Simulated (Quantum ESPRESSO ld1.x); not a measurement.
Task: Neutral praseodymium, configuration [Ar] 3d10 4s2 4p(up 3, down 3) 4d10 4f3 5s2 5p6 6s2. All-electron calculation, scalar-relativistic Kohn-Sham, LDA (Slater exchange, Perdew-Zunger correlation), spin-polarised, spherical densities, point nucleus, Perdew-Zunger self-interaction correction; open shells are filled with parallel spins first. Program: ld1.x of Quantum ESPRESSO 7.5. Some entries of the table are withheld. Estimate them.

orbital,occ.,eigenvalue (hartree),r(max) (bohr)
1s up,1,-1551.6013,0.015
1s down,1,-1551.6013,0.015
2s up,1,-250.2619,0.087
2s down,1,-250.2612,0.087
2p up,3,-225.2523,0.070
2p down,3,-225.2518,0.070
3s up,1,-54.4285,0.249
3s down,1,-54.4005,0.249
3p up,3,-46.2653,0.243
3p down,3,-46.2376,0.243
3d up,5,-34.9758,0.201
3d down,5,-34.9544,0.201
4s up,1,-11.0791,0.577
4s down,1,-11.0049,0.577
4p up,3,-8.3739,0.606
4p down,3,-8.2993,0.606
4d up,5,-4.5111,0.635
4d down,5,-4.4364,0.635
5s up,1,-1.6524,1.35
5s down,1,-1.6042,1.36
5p up,3,-0.9751,1.53
5p down,3,-0.9371,1.54
4f up,3,-0.3879,0.694
4f down,0,-0.3137,0.694
6s up,1,(1),3.75
6s down,1,(2),3.84

Result: 
(1) 6s up eigenvalue (hartree): -0.1998
(2) 6s down eigenvalue (hartree): -0.1941
